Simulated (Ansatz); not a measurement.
`CC(=O)N[SiH2]Cl` and `CNC(C)=O` differ in one atom or group.

Ansatz, PBE0-D4/def2-TZVP geometries, multiplicity 1. Each molecule was computed in one conformer, which needn't be the lowest.

| property | `CC(=O)N[SiH2]Cl` |
| --- | --- |
| LUMO energy (PBE0/def2-TZVPP) / eV | -0.05 |
| HOMO energy (B3LYP/def2-TZVPP) / eV | -7.78 |
| size of the dipole moment (ωB97M-V/def2-TZVPP) / D | 3.35 |
| HOMO–LUMO gap (ωB97M-V/def2-TZVPP) / eV | 12.35 |
| HOMO–LUMO gap (PBE/def2-TZVPP) / eV | 5.30 |
| LUMO energy (B3LYP/def2-TZVPP) / eV | -0.31 |

Question: What does the change do to each property? (Estimate.)

Answer: The calculation gave: 
| property | `CNC(C)=O` | shift |
| --- | --- | --- |
| LUMO energy (PBE0/def2-TZVPP) / eV | 0.86 | 0.91 |
| HOMO energy (B3LYP/def2-TZVPP) / eV | -6.98 | 0.80 |
| size of the dipole moment (ωB97M-V/def2-TZVPP) / D | 3.78 | 0.43 |
| HOMO–LUMO gap (ωB97M-V/def2-TZVPP) / eV | 11.88 | -0.47 |
| HOMO–LUMO gap (PBE/def2-TZVPP) / eV | 5.43 | 0.13 |
| LUMO energy (B3LYP/def2-TZVPP) / eV | 0.50 | 0.81 |

With PBE0 the HOMO rises by 0.80 eV and the LUMO rises by 0.91 eV, so the gap widens by about 0.11 eV. PBE moves the HOMO by 0.84 eV and ωB97M-V by 0.81 eV. Dipoles are sizes alone; their direction can turn.

B3LYP here is the variant with VWN-RPA as its local correlation; programs differ in this.
